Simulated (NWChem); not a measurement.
System: SiNH3OBrF; SMILES N[Si](O)(Br)F

```xyz
8

N     -0.4760     1.6202    -1.4214
Si     0.0317     0.8158     0.0104
O      1.6034     1.1854     0.3851
F     -1.0095     1.3095     1.1639
Br    -0.0330    -1.4083    -0.0050
H     -0.0102     1.3896    -2.3030
H     -1.4833     1.7307    -1.5693
H      1.7946     2.1374     0.2948
```
Atoms are numbered in this order, from 1.

Program: NWChem. Coordinates come from a PBE-D3(BJ)/def2-SVP optimisation. B3LYP is NWChem's, with the RPA form of VWN correlation. Vertical excitations in the gas phase; the lowest state need not have the same character in each row.

For level B3LYP/def2-SVP, TDA:

| Quantity | Result |
|---|---|
| lowest excitation, singlet (eV) | 6.90 |
| oscillator strength of that lowest state | 0.041 |
| orbital gap (eV) | 7.90 |

Question: Estimate the same quantities for level BHandHLYP/def2-SVP, TDA.

Answer: 
| Property | Value |
|---|---|
| lowest excitation, singlet (eV) | 7.72 |
| oscillator strength of that lowest state | 0.055 |
| orbital gap (eV) | 10.71 |
